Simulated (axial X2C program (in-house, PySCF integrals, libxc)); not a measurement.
**Worked dissociation energy of CaSn: CCSD(T), without spin–orbit coupling**

Computed with an in-house all-electron X2C program for linear molecules (integrals from PySCF). Spin-free means the one-electron spin-free X2C Hamiltonian. Basis: Sn dyall-cv3z [11s12p9d4f1g], Ca dyall-cv3z [11s12p6d4f] (cores contracted in-house); Gaussian nuclei, density fitting, unrestricted open shells. Masses: Sn 119.902 u, Ca 39.963 u.

Molecular state: M_S = 1, Λ = 0 (beyond evenly filled blocks: π+α, π-α).

Correlated methods: 6 electrons correlated (number of frozen shells: Sn 4 s, 3 p, 2 d; Ca 3 s, 2 p), 312 virtual spin orbitals or spinors in MP2, 81 natural virtuals in coupled cluster.

* E(Sn) (2M_S = 2, M_L = 0): -6173.891558 hartree
* E(Ca) (2M_S = 0, M_L = 0): -679.665498 hartree
* E(CaSn) at Re: -6853.596196 hartree
* ωe: 173.1 cm⁻¹
* ωexe: 0.672 cm⁻¹

Work out De and D0.

De = -6173.891558 + (-679.665498) − (-6853.596196) = 0.03914 hartree = 1.065 eV. The zero-point energy is ωe/2 − ωexe/4 = 86 cm⁻¹ = 0.011 eV, so D0 = 1.054 eV.

The state is a single determinant with fixed occupations, the lowest that a limited PBE0 search found. De is counted from the lowest determinant-based energies of the atoms at the same level, without counterpoise correction. CCSD and (T) use frozen natural virtuals with an MP2 correction for the truncation; (T) itself is uncorrected, so its De runs slightly low. PBE0 can misorder states that lie within some tenths of an eV, so this need not be the ground state of the molecule. The nearest other spin-free determinant of the search, M_S = 0, Λ = 2, lies 0.72 eV up at the distance of the search. The outer-core s and p shells of the metal are frozen in the correlated rows, which leaves out core–valence correlation; for alkali and alkaline-earth bonds that tends to lengthen them. The determinant is spin-polarised beyond a pure state at some levels (its spin-free form has ⟨S²⟩ too high), which makes Re and μ there less reliable. The T1 diagnostic is large, a sign of multireference character. With the outer-core shells frozen, correlated bond lengths of heavy atoms tend to come out a few hundredths of an ångström too long. Spin-free De lacks the spin–orbit lowering of the heavy p-block atom, a tenth of an eV or more for 4p and 5p, up to an eV for 6p and one to two eV for 7p atoms, less what an open-shell molecule gains itself.

Each atomic determinant is the lowest at this level and need not be a pure term. Totals compare only within one Hamiltonian and basis.
